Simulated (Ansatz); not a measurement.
A nudged elastic band was laid between two geometries of GeH4O (6 atoms, charge 0, multiplicity 1).

Computed with Ansatz 0.2.0, RKS PBE-D4/def2-SVP.

* movable images: 5
* climbing image: yes
* spring: 5.0 eV/Å²
* optimiser: quadratic models (default)
* start path: through a guess of the saddle point
* force threshold: 0.05 eV/Å
* iteration limit: 60
* end points: relaxed

Initial state:

```xyz
6
Properties=species:S:1:pos:R:3
Ge 0.315 -0.020 0.056
O 0.675 -0.116 1.822
H -0.149 -0.168 2.338
H 1.712 0.054 -0.599
H -0.522 1.252 -0.270
H -0.458 -1.285 -0.421
```

Final state:

```xyz
6
Properties=species:S:1:pos:R:3
Ge 0.054 0.305 -0.789
O 1.072 0.171 1.218
H 0.403 -0.285 1.767
H 1.792 -0.482 1.114
H -1.102 1.116 -0.007
H -0.646 -1.106 -0.377
```

**Question.** Which bonds break or form, and what moves?

**Answer.** Bonds broken: Ge1–H4. Bonds formed: O2–H4.

**Question.** What energy profile does the band end with?

**Answer.** The forces met the threshold. The highest image is number 3 of 0 to 6, 210.0 kJ/mol above the first end and 108.0 kJ/mol above the last; the last end lies 102.1 kJ/mol above the first. Neighbouring images differ by up to 1.7 eV, so the band resolves the path poorly. A vibrational analysis at the climbing image gives one clearly imaginary mode, 1186i cm⁻¹: a first-order saddle point. The orbitals stay closed-shell, which can raise the energy where a bond breaks towards radicals; this wasn't checked here.

```csv
image,path coordinate (Å),energy (kJ/mol),Ge1–H4 (Å),O2–H4 (Å)
0,0.00,0.0,1.54,2.64
1,0.80,1.8,1.56,2.78
2,1.59,43.2,1.53,2.30
3,2.39,210.0,1.63,1.43
4,3.00,119.6,2.18,0.99
5,3.61,102.9,2.66,0.98
6,4.22,102.1,2.70,0.98
```

**Question.** What is the geometry of the highest image?

**Answer.** 
```xyz
6
Properties=species:S:1:pos:R:3
Ge 0.189 0.008 -0.342
O 0.696 0.239 1.635
H 0.633 -0.650 2.044
H 1.565 -0.020 0.525
H -0.649 1.304 -0.604
H -0.860 -1.162 -0.332
```

The run took 63 s on 1 thread of Arm Neoverse V2, with other jobs on the host, peak memory 0.11 GiB.
